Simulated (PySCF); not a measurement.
**Orbital picture of TlF**

PBE0 at R = 2.106 Å; Tl cc-pVTZ-PP with ECP60, F cc-pVTZ; scalar-relativistic core potentials (PySCF 2.14). State: ¹Σ⁺ (singlet), closed shell. Only the outer orbitals are listed, counted within each symmetry, core potentials removing the inner ones.

| orbital | occ. | ε (eV) | on Tl (%) | main shells (%) |
| --- | --- | --- | --- | --- |
| 6σ | 2 | -11.36 | 67 | 65 Tl s, 32 F p |
| 3π | 2 | -8.72 | 6 | 94 F p |
| 3π | 2 | -8.72 | 6 | 94 F p |
| 7σ | 2 | -7.81 | 47 | 53 F p, 32 Tl s, 13 Tl p |
| 4π | 0 | -1.52 | 98 | 96 Tl p |
| 4π | 0 | -1.52 | 98 | 96 Tl p |
| 8σ | 0 | 0.16 | 97 | 86 Tl p |

Which are the highest filled and the lowest empty level, where do they sit, and how wide is the gap?

Highest filled 7σ at -7.81 eV (in %: 53 F p, 32 Tl s, 13 Tl p); lowest empty 4π at -1.52 eV (in %: 96 Tl p); the gap at PBE0 is 6.29 eV.

```
bond order (Mayer)                              : 0.86
⟨S²⟩                                            : 0.000
charge on Tl (Mulliken, basis-dependent)        : 0.51
charge on Tl (Löwdin, basis-dependent)          : 0.42
dipole moment (positive dipole means Tl(−)F(+)) : -4.00 D
polarisability along the bond                   : 40.6 bohr³
polarisability across the bond                  : 30.5 bohr³
```

Spin–orbit coupling is left out, which matters for elements this heavy, above all for dissociation energies.
